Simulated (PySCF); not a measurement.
Job for PySCF: R-M06-2X/6-31G* on BClFHSe (SMILES FB(Cl)[SeH]), a point of a torsion scan.

```python
from pyscf import gto, scf, dft, mp
from pyscf.data.elements import chemcore

mol = gto.M(
    atom='''
    F    -0.76860408    1.34233921   -0.14078763
    B    -0.54931018    0.06311005    0.11286213
    Cl   -1.82163564   -1.05115657   -0.12589281
    Se    1.25286092   -0.47393697    0.53104114
    H     1.88583300    0.66091115   -0.09364776
    ''',
    basis='6-31g*',
    cart=True,
    charge=0, spin=0, verbose=3, max_memory=1800)
mf = dft.RKS(mol, xc='m062x')
mf.conv_tol = 1e-8
mf.max_cycle = 100
mf.kernel()
if not mf.converged:
    mf = mf.newton().run(mf.mo_coeff, mf.mo_occ)
```

Problem. What total energy does the run end on?

Solution. -2986.8011 hartree.
